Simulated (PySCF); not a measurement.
Species: C₈H₁₃P.
Structure used (PBE0-D3(BJ)/def2-SVP), in Å, numbered top down from 1:
```
atom  x, y, z in Å
C1     4.3452    0.1096   -0.3972
C2     3.1802   -0.1694   -0.5804
C3     1.7740   -0.4763   -0.7533
P4     0.6703    0.7174    0.1884
C5     1.0974    0.2071    1.9112
C6    -0.9242   -0.1937   -0.0279
C7    -2.1927    0.4352    0.5935
C8    -2.9656    0.0481   -0.6813
C9    -1.6166   -0.1091   -1.4076
H10    5.3810    0.3517   -0.2495
H11    1.4971   -0.4018   -1.8188
H12    1.5656   -1.5129   -0.4331
H13    2.1328    0.5083    2.1294
H14    1.0002   -0.8796    2.0682
H15    0.4351    0.7307    2.6170
H16   -0.8152   -1.2455    0.2915
H17   -2.5399    0.0306    1.5559
H18   -2.0900    1.5283    0.6916
H19   -3.4810   -0.9179   -0.5672
H20   -3.6834    0.7772   -1.0864
H21   -1.3321    0.8122   -1.9421
H22   -1.4909   -0.9615   -2.0921
```

Computed with PySCF at PBE0/pcSseg-1, non-relativistic, on one gas-phase PBE0-D3(BJ)/def2-SVP geometry that isn't relaxed in the solvent. The solvent is an IEF-PCM continuum (Bondi radii, 1.10 Å for H, scaled by 1.2). Only the electrostatic response of the medium enters.

```csv
run,E − E(gas) (kJ/mol),HOMO (eV),HOMO–LUMO gap (eV),dipole (D)
gas,0.00,-6.61,7.33,1.68
P,-20.95,-6.71,7.42,2.46
Q,-21.68,-6.71,7.42,2.49
```

Problem. The runs were made in acetone and methanol. Which run belongs to which solvent?

Solution. P = acetone, Q = methanol. The dielectric constants are 20.49 (acetone), 32.61 (methanol), and the energy falls further as ε rises. In this model the ground state sees the solvent through ε alone.

Problem. How constant is the ratio of the lowering to (ε − 1)/(2ε + 1)?

Solution. 
```tsv
solvent	(ε − 1)/(2ε + 1)	E − E(gas) (kJ/mol)	ratio (kJ/mol)	polarisation term (kJ/mol)
acetone	0.464	-20.95	-45.1	-24.33
methanol	0.477	-21.68	-45.4	-25.33
```

The ratio changes by +0.6 % in size from acetone to methanol. The polarisation term is half the interaction of the solute with the induced surface charges.

Hardware: one thread of an Intel Xeon Platinum 8559C, no GPU, shared host with 192 logical CPUs at a one-minute load of 54. Cost: 42 s, 1.3 GiB resident at most. This is the whole shielding run at PBE0/pcSseg-1 in methanol, SCF included.
